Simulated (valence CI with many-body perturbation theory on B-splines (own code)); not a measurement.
Values are calculated unless marked as measured or tabulated.
# From CI to CI+MBPT in Co VII

Method: valence CI with perturbative core correlation (CI+MBPT): three valence electrons over a frozen Dirac-Fock core [Ar], a basis of 9 s, 9 p, 10 d, 8 f, 5 g, 3 h, 1 i functions for each j, with the one-electron correlation potential Σ1, the two-electron term Σ2, the three-electron term Σ3, Breit, model QED; selected CI, second order for the rest, scaled by the run's own slope (own B-spline code, finite nucleus).

Set against measurement, 6 paired levels are off by 282 cm⁻¹ on average, the worst by 613. These come from a selection out of Sugar and Corliss, J. Phys. Chem. Ref. Data 10, 1097 (1981). Levels without a partner in it may be off by more, other configurations by 1,000 to 8,000 cm⁻¹. The list stops below the first excitations out of the core. Only levels of the ground parity were solved; by the run's estimate the other parity begins above the list, which can be wrong where configurations are misplaced.

Each rung adds one term. CI alone is the Dirac-Coulomb CI over the frozen core; QED comes last and gives the full result, which names the levels. Energies are above 3d³ ⁴F_3/2 on the same rung, in eV.

Names give the largest LS component (configuration and term), which can be under half, so a name can repeat, a term be missing and a line seem to break the LS rules; names also repeat where a configuration has a term twice. Letters in brackets count levels of one name in rising energy.

| Level | CI alone | Σ1 | Σ2 | Σ3 | Breit | QED | Full |
| --- | --- | --- | --- | --- | --- | --- | --- |
| 3d³ ⁴F_5/2 | 0.086 | +0.0056 | +0.0061 | +0.0002 | -0.0114 | +0.0004 | 0.087 |
| 3d³ ⁴F_7/2 | 0.201 | +0.0128 | +0.0137 | +0.0003 | -0.0277 | +0.0009 | 0.201 |
| 3d³ ⁴F_9/2 | 0.341 | +0.0211 | +0.0221 | +0.0001 | -0.0486 | +0.0014 | 0.337 |
| 3d³ ⁴P_1/2 | 2.850 | +0.0343 | -0.1964 | +0.0022 | -0.0117 | +0.0005 | 2.679 |
| 3d³ ⁴P_3/2 | 2.875 | +0.0343 | -0.1954 | +0.0050 | -0.0110 | +0.0005 | 2.709 |
| 3d³ ⁴P_5/2 | 2.994 | +0.0433 | -0.1859 | -0.0005 | -0.0252 | +0.0011 | 2.827 |
| 3d³ ²G_7/2 | 2.992 | +0.0398 | -0.0962 | -0.0647 | -0.0236 | +0.0007 | 2.848 |
| 3d³ ²G_9/2 | 3.105 | +0.0456 | -0.0925 | -0.0622 | -0.0368 | +0.0011 | 2.960 |
| 3d³ ²P_3/2 | 3.773 | +0.0457 | -0.1472 | +0.0450 | -0.0047 | +0.0004 | 3.712 |
| 3d³ ²P_1/2 | 3.773 | +0.0493 | -0.1701 | +0.1272 | -0.0167 | +0.0009 | 3.763 |
| 3d³ ²H_9/2 | 4.050 | +0.0549 | -0.1536 | -0.0019 | -0.0339 | +0.0010 | 3.916 |
| 3d³ ²H_11/2 | 4.133 | +0.0582 | -0.1534 | +0.0006 | -0.0491 | +0.0012 | 3.990 |
| 3d³ ²D_5/2 [a] | 4.224 | +0.0603 | -0.0695 | -0.1108 | -0.0298 | +0.0013 | 4.076 |
| 3d³ ²D_3/2 [a] | 4.191 | +0.0633 | -0.0788 | -0.0315 | -0.0353 | +0.0018 | 4.111 |
| 3d³ ²F_7/2 | 6.731 | +0.0807 | -0.3647 | +0.0364 | -0.0300 | +0.0011 | 6.454 |
| 3d³ ²F_5/2 | 6.780 | +0.0835 | -0.3617 | +0.0362 | -0.0222 | +0.0012 | 6.517 |
| 3d³ ²D_5/2 [b] | 10.229 | +0.1196 | -0.2149 | -0.0031 | -0.0187 | +0.0013 | 10.113 |
| 3d³ ²D_3/2 [b] | 10.291 | +0.1233 | -0.2255 | -0.0032 | -0.0191 | +0.0015 | 10.168 |
| 3d²4s ⁴F_3/2 | 39.976 | +1.324 | +2.968 | +0.0839 | +0.0142 | +0.0168 | 44.384 |

The middle columns are the shifts that each term adds.

Problem. How does the ionisation energy move along the ladder, and which term matters most?

Solution. CI alone 123.58, + Σ1 125.64, + Σ2 128.75, + Σ3 128.75, + Breit 128.75, + QED 128.76 eV. The largest step is Σ2, 3.11 eV. NIST lists 128.9 ± 0.5 eV (semi-empirical).
